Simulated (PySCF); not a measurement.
**Excited states of Cs⁺ (caesium, charge +1)**

Ground state [Xe], ¹S. All numbers are calculated (PySCF 2.14, the spin-free X2C one-electron Hamiltonian (Gaussian nucleus), in x2c-TZVPall with one added diffuse shell each of s, p, d type (12s8p7d1f, 78 functions)). Vertical excitation energies in eV without spin-orbit coupling; excited terms of each kind are numbered among those the solver found. Frozen: [Kr].

```tsv
term	leading excitation	EOM-EE-CCSD
1 3P°	5p → s	13.519
1 1P°	5p → s	14.004
2 3P°	5p → d	14.190
1 1F°	5p → d	15.266
1 3S	5p → p	15.793
1 3D	5p → p	16.210
1 1D	5p → p	16.335
1 1P	5p → p	16.438
1 3P	5p → p	16.462
1 1S	5p → p	16.872
2 1P°	5p → d	17.044
1 3F°	5p → d	19.289
2 1D	5p → p	19.654
```

The spin-orbit splitting of the hole, absent here, rivals or exceeds the spacing of these terms, so the LS terms are model states.

Only the lower part of the computed list is shown. The solver can miss terms. Rydberg members are limited by the diffuse functions of the basis.
